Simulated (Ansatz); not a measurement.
The cluster Rb₄Br₃⁺. The state is a singlet with charge 1. Geometry PBE-D4/def2-SVP, basis def2-TZVP, Ansatz.

Cartesian coordinates in Å:
```
Rb 7.945 4.780 2.226
Rb -8.036 -4.634 -2.213
Rb 2.740 1.472 0.714
Rb -2.673 -1.582 -0.721
Br 5.417 3.163 1.471
Br -5.420 -3.142 -1.501
Br 0.027 -0.056 0.024
```

```tsv
run	HOMO (eV)	LUMO (eV)
A	-10.81	-1.87
B	-8.08	-3.16
C	-10.73	-1.97
D	-6.90	-3.72
E	-7.14	-2.87
```

In the def2 sets Rb takes a core potential; there is no spin–orbit coupling. LC-ωPBE has ω = 0.4 bohr⁻¹. Another isomer (singlet) lies 0.98 eV lower at PBE0-D4/def2-TZVP; other spin states weren't run for this one.

Q: The runs used HF, LC-ωPBE, PBE, PBE0, r2SCAN. Estimate which is which.

A: A HF (100 % exact exchange); B PBE0 (25 % exact exchange); C LC-ωPBE (range-separated); D PBE (0 % exact exchange); E r2SCAN (0 % exact exchange). Exact exchange lowers occupied and raises empty levels; among semilocal functionals meta-GGAs tend to open the gap a little, and such runs are hard to tell apart. The gap grows from 3.18 eV (PBE) to 8.94 eV (HF).
